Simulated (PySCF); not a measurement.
Al(F)2(NCO) (CAlF2NO), SMILES [F][Al]([F])[N]=C=O. Atoms are numbered in the order given.

```xyz
6

Al     0.0000     0.0000     0.9200
F      0.0000     1.4194     1.7587
F      0.0000    -1.4194     1.7587
N      0.0000     0.0000    -0.8290
C      0.0000     0.0000    -2.0333
O      0.0000     0.0000    -3.2018
```
Charge 0, spin multiplicity 1.

Geometry optimised at B3LYP-D3(BJ)/def2-SVP. The values are those of a single conformer.

Computed with PBE0/pcSseg-1 in PySCF.

GIAO shieldings, no solvent; atoms alike by connectivity are averaged. δ = σ(ref) − σ: ¹⁹F against CFCl3 (σ = 167.2 ppm); ¹⁵N against NH3 (σ = 267.4 ppm); ¹³C against TMS (σ = 186.3 ppm); ¹⁷O against H2O (σ = 334.2 ppm), references at their B3LYP-D3(BJ)/def2-TZVP geometries, non-relativistic.

```csv
atoms,nucleus,count,δ (ppm)
"F2, F3",¹⁹F,2,-199.8
N4,¹⁵N,1,…
C5,¹³C,1,130.0
O6,¹⁷O,1,…
```

**Question.** Some entries are withheld; supply them. (Estimate from the structure and the level; the computed values follow.)

**Answer.** 
- N4, δ (ppm): 36.4
- O6, δ (ppm): 141.7
